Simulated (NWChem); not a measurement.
The numbers come from NWChem runs, not from measurements. System: HgI₂, charge 0, spin multiplicity 1, at a geometry optimised with PBE/def2-SVP with def2 effective core potentials on I, Hg. The structure started from a generated list of species. Level: RHF/def2-TZVP with def2 effective core potentials on I, Hg.

Output (cleaned and shortened):

```
             Northwest Computational Chemistry Package (NWChem) 7.3.0
             --------------------------------------------------------

                                NWChem Input Module
                                -------------------

 Scaling coordinates for geometry "geometry" by  1.889725989
 (inverse scale =  0.529177249)

 Turning off AUTOSYM since
 SYMMETRY directive was detected!

                             Geometry "geometry" -> ""
                             -------------------------

 Output coordinates in angstroms (scale by  1.889725989 to convert to a.u.)

  No.       Tag          Charge          X              Y              Z
 ---- ---------------- ---------- -------------- -------------- --------------
    1 Hg                  80.0000     0.00000000     0.00000000     0.00000000
    2 I                   53.0000     0.00000000     0.00000000    -2.63473700
    3 I                   53.0000     0.00000000     0.00000000     2.63473700

 Effective nuclear repulsion energy (a.u.)    1985.2655190015

            Nuclear Dipole moment (a.u.)
            ----------------------------
        X                 Y               Z
 ---------------- ---------------- ----------------
     0.0000000000     0.0000000000     0.0000000000

      Symmetry information
      --------------------

 Group name             D2h
 Group number             26
 Group order               8
 No. of unique centers     2

      Symmetry unique atoms

     1    2


 Summary of "ao basis" -> "" (spherical)
 ------------------------------------------------------------------------------
       Tag                 Description            Shells   Functions and Types
 ---------------- ------------------------------  ------  ---------------------
 *                         def2-tzvp                  on all atoms

 Summary of "ao basis" -> "ao basis" (spherical)
 ------------------------------------------------------------------------------
       Tag                 Description            Shells   Functions and Types
 ---------------- ------------------------------  ------  ---------------------
 Hg                        def2-tzvp                15       43   6s5p3d1f
 I                         def2-tzvp                16       50   6s5p3d2f

                                 NWChem SCF Module
                                 -----------------

  ao basis        = "ao basis"
  functions       =   143
  atoms           =     3
[...]
    56      0.238232  2 I  px               106      0.238232  3 I  px
    62      0.186637  2 I  px               112      0.186637  3 I  px

 Vector   34  Occ=2.000000D+00  E=-3.723731D-01  Symmetry=b3g
              MO Center=  2.2D-21,  2.9D-16,  1.3D-17, r^2= 8.8D+00
   Bfn.  Coefficient  Atom+Function         Bfn.  Coefficient  Atom+Function
  ----- ------------  ---------------      ----- ------------  ---------------
    60      0.396852  2 I  py               110     -0.396852  3 I  py
    54     -0.316935  2 I  py               104      0.316935  3 I  py
    57      0.246264  2 I  py               107     -0.246264  3 I  py
    63      0.198929  2 I  py               113     -0.198929  3 I  py

 Vector   35  Occ=2.000000D+00  E=-3.723731D-01  Symmetry=b2g
              MO Center= -1.4D-16,  2.2D-21, -2.2D-18, r^2= 8.8D+00
   Bfn.  Coefficient  Atom+Function         Bfn.  Coefficient  Atom+Function
  ----- ------------  ---------------      ----- ------------  ---------------
    59      0.396852  2 I  px               109     -0.396852  3 I  px
    53     -0.316935  2 I  px               103      0.316935  3 I  px
    56      0.246264  2 I  px               106     -0.246264  3 I  px
    62      0.198929  2 I  px               112     -0.198929  3 I  px

 Vector   36  Occ=0.000000D+00  E= 8.899121D-03  Symmetry=ag
              MO Center= -1.6D-15, -5.4D-15,  1.2D-12, r^2= 8.4D+00
   Bfn.  Coefficient  Atom+Function         Bfn.  Coefficient  Atom+Function
  ----- ------------  ---------------      ----- ------------  ---------------
     6      1.212218  1 Hg s                 64     -0.480855  2 I  pz
   114      0.480855  3 I  pz                49     -0.409233  2 I  s
    99     -0.409233  3 I  s                  5      0.354388  1 Hg s
     3     -0.332628  1 Hg s                 61     -0.273315  2 I  pz
   111      0.273315  3 I  pz                55      0.212620  2 I  pz

 Vector   37  Occ=0.000000D+00  E= 4.470558D-02  Symmetry=b2u
              MO Center=  1.8D-30,  3.6D-15,  1.4D-17, r^2= 8.5D+00
   Bfn.  Coefficient  Atom+Function         Bfn.  Coefficient  Atom+Function
  ----- ------------  ---------------      ----- ------------  ---------------
    20      0.983119  1 Hg py                63     -0.292552  2 I  py
   113     -0.292552  3 I  py                17      0.240882  1 Hg py

 Vector   38  Occ=0.000000D+00  E= 4.470558D-02  Symmetry=b3u
              MO Center=  2.2D-15, -8.5D-30,  1.4D-17, r^2= 8.5D+00
   Bfn.  Coefficient  Atom+Function         Bfn.  Coefficient  Atom+Function
  ----- ------------  ---------------      ----- ------------  ---------------
    19      0.983119  1 Hg px                62     -0.292552  2 I  px
   112     -0.292552  3 I  px                16      0.240882  1 Hg px

 center of mass
 --------------
 x =   0.00000000 y =   0.00000000 z =   0.00000000

 moments of inertia (a.u.)
 ------------------
        6291.659326764760           0.000000000000           0.000000000000
           0.000000000000        6291.659326764760           0.000000000000
           0.000000000000           0.000000000000           0.000000000000

  Mulliken analysis of the total density
  --------------------------------------

    Atom       Charge   Shell Charges
 -----------   ------   -------------------------------------------------------
    1 Hg  20    19.26   0.03 -0.50  1.61  0.87  0.69  0.22  2.40  2.96  0.71  0.31  0.03  6.64  2.83  0.48  0.00
    2 I   25    25.37   0.19 -0.77  1.58  1.01  1.07  0.88 -0.49  6.45  1.31  2.93  1.17  9.23  0.76  0.05  0.01  0.00
    3 I   25    25.37   0.19 -0.77  1.58  1.01  1.07  0.88 -0.49  6.45  1.31  2.93  1.17  9.23  0.76  0.05  0.01  0.00

       Multipole analysis of the density wrt the origin
       ------------------------------------------------

     L   x y z        total         open         nuclear
     -   - - -        -----         ----         -------
     0   0 0 0      0.000000      0.000000     70.000000

     1   1 0 0     -0.000000      0.000000      0.000000
     1   0 1 0     -0.000000      0.000000      0.000000
     1   0 0 1      0.000000      0.000000      0.000000

     2   2 0 0    -58.341391      0.000000      0.000000
     2   1 1 0     -0.000000      0.000000      0.000000
     2   1 0 1     -0.000000      0.000000      0.000000
     2   0 2 0    -58.341391      0.000000      0.000000
     2   0 1 1     -0.000000      0.000000      0.000000
     2   0 0 2    -63.994461      0.000000   1239.487686

 Task  times  cpu:        4.7s     wall:        4.7s

 Total times  cpu:        4.8s     wall:        4.8s
```

Write an NWChem input that would produce this output.

One answer among several that fit: 
```
start mol
memory heap 200 mb stack 900 mb global 1100 mb
geometry units angstroms nocenter noautoz
  Hg     0.000000     0.000000     0.000000
  I      0.000000     0.000000    -2.634737
  I      0.000000     0.000000     2.634737
  symmetry group D2h
end
basis spherical
  * library def2-tzvp
end
ecp
  I library def2-ecp
  Hg library def2-ecp
end
scf
  rhf
  nopen 0
  maxiter 100
  thresh 1e-7
  semidirect memsize 60000000 filesize 0
end
task scf energy
```
